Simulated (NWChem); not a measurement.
System meant: CH₄O₂Si₂; SMILES O1[SiH2]C(=O)[SiH2]1

NWChem input:

```
start job
memory heap 200 mb stack 900 mb global 1100 mb
geometry units angstroms noautoz
  O      0.000000     0.000000     2.250895
  C      0.000000     0.000000     1.058014
  Si     0.000000     1.340429    -0.407488
  O      0.000000     0.000000    -1.438640
  Si     0.000000    -1.340429    -0.407488
  H      1.224413     2.178537    -0.564471
  H     -1.224413     2.178537    -0.564471
  H      1.224413    -2.178537    -0.564471
  H     -1.224413    -2.178537    -0.564471
end
basis spherical
  * library def2-svp
end
dft
  xc xpbe96 cpbe96
  iterations 4
  mulliken
end
task dft energy
```

End of the output:

```
    Atom       Charge   Shell Charges
 -----------   ------   -------------------------------------------------------
    1 O    8     8.08   1.97  0.93  0.64  2.68  1.82  0.03
    2 C    6     6.18   1.97  0.69  0.40  1.75  1.20  0.16
    3 Si  14    13.54   2.00  1.93  0.69  0.34  5.81  1.28  1.05  0.43
    4 O    8     8.31   1.97  0.92  0.63  2.69  2.08  0.01
    5 Si  14    13.54   2.00  1.93  0.69  0.34  5.81  1.28  1.05  0.43
    6 H    1     1.09   0.64  0.42  0.03
    7 H    1     1.09   0.64  0.42  0.03
    8 H    1     1.09   0.64  0.42  0.03
    9 H    1     1.09   0.64  0.42  0.03

 center of mass
 --------------
 x =   0.00000000 y =   0.00000000 z =   0.03986930

 moments of inertia (a.u.)
 ------------------
         920.675274351165           0.000000000000           0.000000000000
           0.000000000000         514.916435768624           0.000000000000
           0.000000000000           0.000000000000         448.923530919131

     Multipole analysis of the density
     ---------------------------------

     L   x y z        total         alpha         beta         nuclear
     -   - - -        -----         -----         ----         -------
     0   0 0 0     -0.000000    -27.000000    -27.000000     54.000000

     1   1 0 0     -0.000000     -0.000000     -0.000000      0.000000
     1   0 1 0      0.000000      0.000000      0.000000      0.000000
     1   0 0 1     -0.289095     -0.144548     -0.144548      0.000000

     2   2 0 0    -32.409893    -26.912334    -26.912334     21.414776
     2   1 1 0      0.000000      0.000000      0.000000      0.000000
     2   1 0 1     -0.000000     -0.000000     -0.000000      0.000000
     2   0 2 0    -30.807984   -139.129034   -139.129034    247.450085
     2   0 1 1      0.000000      0.000000      0.000000      0.000000
     2   0 0 2    -38.464704   -143.714984   -143.714984    248.965264

 ------------------------------------------------------------------------
 dft energy failed                                                                                  0
 ------------------------------------------------------------------------
 ------------------------------------------------------------------------
  current input line :
    22: task dft energy
 ------------------------------------------------------------------------
 ------------------------------------------------------------------------
 This type of error is most commonly associated with calculations not reaching convergence criteria
 ------------------------------------------------------------------------
 For more information see the NWChem manual at https://nwchemgit.github.io

0:dft energy failed:Received an Error in Communication
```

**Question.** What is wrong, and how is it mended?

**Answer.** Convergence was not reached. Cause: the SCF was allowed too few iterations. This input runs:
```
start job
memory heap 200 mb stack 900 mb global 1100 mb
geometry units angstroms noautoz
  O      0.000000     0.000000     2.250895
  C      0.000000     0.000000     1.058014
  Si     0.000000     1.340429    -0.407488
  O      0.000000     0.000000    -1.438640
  Si     0.000000    -1.340429    -0.407488
  H      1.224413     2.178537    -0.564471
  H     -1.224413     2.178537    -0.564471
  H      1.224413    -2.178537    -0.564471
  H     -1.224413    -2.178537    -0.564471
end
basis spherical
  * library def2-svp
end
dft
  xc xpbe96 cpbe96
  iterations 150
  mulliken
end
task dft energy
```
It converges to -769.13326 Ha (PBE/def2-SVP).
